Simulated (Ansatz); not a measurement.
Input for Ansatz (a program for electronic structure): R-CCSD(T)/cc-pV(D+d)Z on SiH4 (SMILES [SiH4]). The basis file is the Basis Set Exchange's JSON of that set.

Ansatz 0.2 input:
```yaml
crystal:
  periodic: [false, false, false]
  atoms:
    - {symbol: Si, position_ang: [0.00000000, -0.00000000, -0.00000000]}
    - {symbol: H, position_ang: [0.85467615, 0.85467615, 0.85467615]}
    - {symbol: H, position_ang: [-0.85467615, -0.85467615, 0.85467615]}
    - {symbol: H, position_ang: [-0.85467615, 0.85467615, -0.85467615]}
    - {symbol: H, position_ang: [0.85467615, -0.85467615, -0.85467615]}
basis:
  gaussian:
    orbitals: cc-pV_D+d_Z.json
magnetization: {spin_polarized: false}
correlation: {method: ccsd_t, electrons: outside_noble_gas}
scf: {lower_state_search: off}
```

It printed:

```
WARN ansatz: RAYON_NUM_THREADS=4 ignored (pool sized by the plan → 4); use --threads N
Functional definition: HF
these checks for a lower state are left out or cut short: stability, starts, cluster_reference, orbital_swaps, neighbouring_geometries, increment
integrals: 0.01 GiB planned
426 factors; integrals over basis functions are off by at most 9.4e-4 eV
mean field: 0.06 GiB planned
mean field evaluation 1: about -7924.7387 eV, gradient 9.7e0 eV
mean field evaluation 2: about -7924.7393 eV, gradient 9.7e0 eV
mean field evaluation 4: about -7925.3159 eV, gradient 3.4e-1 eV
mean field evaluation 8: about -7925.3164 eV, gradient 1.9e-5 eV
mean field -7925.31643410 eV, -291.2500069808 hartree, gradient 7.5e-7 eV, S^2 0.000000; 0 other end points of the search recorded, 0 dependent functions left out
5 core orbitals not correlated
reference -7925.31643410 eV, -291.2500069808 hartree; 4, 4 occupied and 34, 34 virtual orbitals, 426 factors
second order -3.16190426 eV of doubles, -0.00000000 eV of singles
coupled cluster: 0.07 GiB planned
cycle   1  -3.78809396 eV  change   -6.3e-1 eV  update   5.4e-2
cycle   2  -4.00649102 eV  change   -2.2e-1 eV  update   1.8e-2
cycle   3  -4.00982260 eV  change   -3.3e-3 eV  update   4.0e-3
cycle   4  -4.00910683 eV  change    7.2e-4 eV  update   1.1e-3
cycle   5  -4.00889570 eV  change    2.1e-4 eV  update   3.0e-4
cycle   6  -4.00883606 eV  change    6.0e-5 eV  update   5.4e-5
cycle   7  -4.00885821 eV  change   -2.2e-5 eV  update   8.0e-6
cycle   8  -4.00885629 eV  change    1.9e-6 eV  update   1.7e-6
perturbative correction -0.06673235 eV, -0.0024523688 hartree
Total energy: -7929.39202275 eV, -291.3997821010 hartree
Checks for a lower state left out: stability, starts, cluster_reference, orbital_swaps, neighbouring_geometries, increment
```

The calculation finished and met its thresholds.

Cost: roughly 0.8 core-seconds.
